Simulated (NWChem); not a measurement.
## CdS

```xyz
2

Cd     0.0000     0.0000     0.5614
S      0.0000     0.0000    -1.6843
```
Charge 0, spin multiplicity 1.

Everything below was run with NWChem. Structure: optimised with PBE0/def2-SVP with def2 effective core potentials on Cd, a minimum by its harmonic frequencies.

Symmetry labels belong to the abelian group C2v used in the runs, with the axes of the coordinates shown; states degenerate in a higher group split over its labels.

Effective core potentials replace the inner electrons of Cd; spin-orbit coupling is left out. The structure started from a generated list of species.

**Question.** List the lowest 6 singlet excitations that CIS/def2-SVPD with def2 effective core potentials on Cd gives, with oscillator strengths.

**Answer.** 
```tsv
state	symmetry	energy (eV)	wavelength (nm)	f
1	b2	1.10	1125	0.005
2	b1	1.10	1125	0.005
3	a1	3.59	345	0.256
4	a2	5.00	248	0.000
5	a1	5.04	246	0.000
6	a2	5.04	246	0.000
```
